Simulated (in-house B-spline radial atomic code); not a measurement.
Values are calculated unless marked as measured or tabulated.
C6 from the polarisability at imaginary frequency: the indium ion In⁺

BHandHLYP linear response of the closed shell [Kr] 4d10 5s2, from a B-spline radial code for spherical atoms; scalar-relativistic (spin-free one-electron X2C), finite nucleus, no spin-orbit coupling; shells from n = 3 respond.

The dispersion coefficient of two like species is C6 = (3/π) ∫ α(iu)² du from 0 to ∞.

| u (hartree) | α(iu) (bohr³) |
| --- | --- |
| 0 | 25.46 |
| 0.0849 | 23.62 |
| 0.198 | 18.19 |
| 0.339 | 12.47 |
| 0.566 | 7.67 |
| 0.849 | 5.071 |
| 1.27 | 3.328 |
| 1.98 | 2.019 |
| 2.83 | 1.283 |
| 4.24 | 0.72 |
| 7.07 | 0.3214 |
| 14.1 | 0.1039 |

Problem. Fit one oscillator, α(iu) = α(0)/(1 + u²/ω²), through u = 1.27 and estimate C6.

Solution. From α(0)/α(iu) − 1 = 25.46/3.328 − 1 = 6.6502, ω = u/√6.6502 = 0.4925 hartree (13.4 eV). London's formula gives C6 = (3/4) α(0)² ω = 0.75 × 25.46² × 0.4925 = 239.4 hartree·bohr⁶, and the oscillator holds f = α(0) ω² = 6.17 electrons, of a sum of oscillator strengths of 41.3.

Problem. How does that compare with the full integral?

Solution. The program's quadrature over all excitations gives C6 = 176.2, so the single oscillator is off by +35.8 %. At the last point the fit gives α = 0.031 against 0.104: higher excitations, and deeper shells where there are any, keep the true curve higher at large u.
